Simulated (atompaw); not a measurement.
## PBE PAW (atompaw) dataset for Mo, scalar-relativistic all-electron reference.

atompaw 4.2.0.5 was run on this input:

```
Mo 42
GGA-PBE scalarrelativistic loggrid 1500 logderivrange -7 5 301
5 5 4 0 0 0
5 0 1
5 1 0
4 2 5
0 0 0
c
c
c
v
v
c
c
v
v
c
v
2
2.20 1.90 1.65 1.65
n
n
y
0.7
n
custom rrkj vanderbiltortho sinc
bessel
1.65
2.20
1.75
2.20
2.20
2.20
PWSCFOUT
UPFDX 0.0125d0 UPFXMIN -7.d0 UPFZMESH 42.d0
END
```

Command:

```bash
atompaw < Mo.input > Mo.log
```

The program printed (summary file):

```
Completed calculations for Mo (AE)

 Exchange-correlation type: GGA, Perdew-Burke-Ernzerhof

 Radial integration grid is logarithmic
 r0 =   2.0453037E-04 h =   8.5902757E-03   n =      1500 rmax =   8.0000000E+01

 Scalar relativistic calculation

 AEatom converged in  34 iterations
   nz     =  42.00
   delta  =       1.449214460970E-16

 All Electron Orbital energies:
  n  l      occupancy      energy
  1  0      2.0000000E+00 -1.4569408E+03
  2  0      2.0000000E+00 -2.0576913E+02
  3  0      2.0000000E+00 -3.5024544E+01
  4  0      2.0000000E+00 -4.7294282E+00
  5  0      1.0000000E+00 -3.0036369E-01
  2  1      6.0000000E+00 -1.8395012E+02
  3  1      6.0000000E+00 -2.7873950E+01
  4  1      6.0000000E+00 -2.8286402E+00
  5  1      0.0000000E+00 -7.6682880E-02
  3  2      1.0000000E+01 -1.6241659E+01
  4  2      5.0000000E+00 -2.7584139E-01

 Total energy
   Total                    :    -8097.23876949953956

 ---
 Completed calculations for Mo (SC)

 Exchange-correlation type: GGA, Perdew-Burke-Ernzerhof

 Radial integration grid is logarithmic
 r0 =   2.0453037E-04 h =   8.5902757E-03   n =      1500 rmax =   8.0000000E+01

 Scalar relativistic calculation

 SCatom converged in   1 iterations
   nz     =  42.00
   delta  =       9.813719323094E-17

 Valence Electron Orbital energies:
  n  l      occupancy      energy
   4  0      2.0000000E+00 -4.7294282E+00
   5  0      1.0000000E+00 -3.0036369E-01
   4  1      6.0000000E+00 -2.8286402E+00
   5  1      0.0000000E+00 -7.6682880E-02
   4  2      5.0000000E+00 -2.7584139E-01

 Total energy
   Total                    :    -8097.23876949882469
   Valence                  :     -363.10916731268321

 PAW parameters:
       lmax =            2
         rc =    2.2060448327166613
        irc =         1082
   rc_shape =    1.9062767211501774
    rc_vloc =    1.6614517351398801
    rc_core =    1.6614517351398801
   Vloc: truncated form - Vps(r)=A.sin(qr)/r for r<rc
   Projector type: RRKJ pseudization + Vanderbilt ortho.
   Sinc^2 compensation charge shape zeroed at   1.9063E+00

 Number of basis functions     6
 No.   n  nodes  l      Energy         Cp coeff         Occ
  1    4    3    0   -0.4729428E+01  0.1200944E+01  0.2000000E+01
  2    5    4    0   -0.3003637E+00 -0.2346704E+01  0.1000000E+01
  3    4    2    1   -0.2828640E+01 -0.7905150E+00  0.6000000E+01
  4    5    3    1   -0.7668288E-01 -0.4992800E+01  0.0000000E+00
  5    4    1    2   -0.2758414E+00 -0.3526087E+02  0.5000000E+01
  6  999    2    2    0.7000000E+00 -0.5999119E-01  0.0000000E+00

 Eigenvalues of overlap operator (in the basis of projectors):
    1        9.14725558E-03
    2        4.81319124E-02
    3        1.06424531E-01
    4        1.41281531E+01
    5        3.94011189E+01
    6        6.95638421E+01

 Orbital leakage outside PAW augmentation regions
   orb  is_core?  %out_of_sphere
   1 0    T           0.00
   2 0    T           0.00
   3 0    T           0.00
   4 0    F           1.11
   5 0    F          87.83
   2 1    T           0.00
   3 1    T           0.00
   4 1    F           3.45
   5 1    F          96.97
   3 2    T           0.00
   4 2    F          32.74

 Summary of PAW energies
   Total valence energy     :   -363.10458896930504
   Smooth energy            :     59.37416672920733
   One center               :   -422.47875569851237
   Smooth kinetic           :     45.54819475469922
   Vloc energy              :     16.58696234889184
   Smooth exch-corr         :    -18.03670595170525
   One-center xc            :   -228.87884762151586
```

The run took about 5.9 s on one core of a shared server CPU.
